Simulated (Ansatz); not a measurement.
Stepwise reaction of `[Cl][Sn]([Cl])([Br])[Br]` with hydrogen chloride, as a gas-phase model of exchange steps in deposition or etching. ΔE in kJ/mol.

Gas-phase electronic energies from Ansatz, PBE0-D4/def2-TZVP geometries. CCSD(T)/CBS adds triple-zeta CCSD(T) − MP2 to the extrapolated MP2 energy (def2 sets, frozen cores). This one scheme is used for every species. Functionals use def2-TZVPP. B3LYP here is the variant with VWN-RPA as its local correlation; programs differ in this. def2 core potentials past Kr. For Br, Sn outer-core shells are correlated without core-valence functions, which leaves a few kJ/mol of doubt a bond. Scalar relativity is left out up to krypton.

| step | reaction | PBE-D4 | B3LYP-D4 | ωB97M-V | CCSD(T)/CBS |
| --- | --- | --- | --- | --- | --- |
| 1 | `[Cl][Sn]([Cl])([Br])[Br]` + HCl → `[Cl][Sn]([Cl])([Cl])[Br]` + HBr | 15.4 | 15.5 | 14.1 | 17.6 |

**Question.** Give the row of step 2, `[Cl][Sn]([Cl])([Cl])[Br]` + HCl → `[Cl][Sn]([Cl])([Cl])[Cl]` + HBr. (Estimate.)

**Answer.** Computed: 
| step | reaction | PBE-D4 | B3LYP-D4 | ωB97M-V | CCSD(T)/CBS |
| --- | --- | --- | --- | --- | --- |
| 2 | `[Cl][Sn]([Cl])([Cl])[Br]` + HCl → `[Cl][Sn]([Cl])([Cl])[Cl]` + HBr | 15.4 | 15.5 | 14.1 | 17.7 |

**Question.** By hand: ΔE of the 2 steps together at CCSD(T)/CBS.

**Answer.** (17.6) + (17.7) = 35.3 kJ/mol, or 17.6 kJ/mol a step.

In ΔE the steps differ by no more than 0.1 kJ/mol. All are uphill at CCSD(T)/CBS. PBE-D4 differs from CCSD(T)/CBS by -2.3 to -2.2 kJ/mol a step. Only this route is followed, and other bonds may react first. Isolated molecules leave out the surface, adducts and barriers. Largest T1 diagnostic: 0.011.
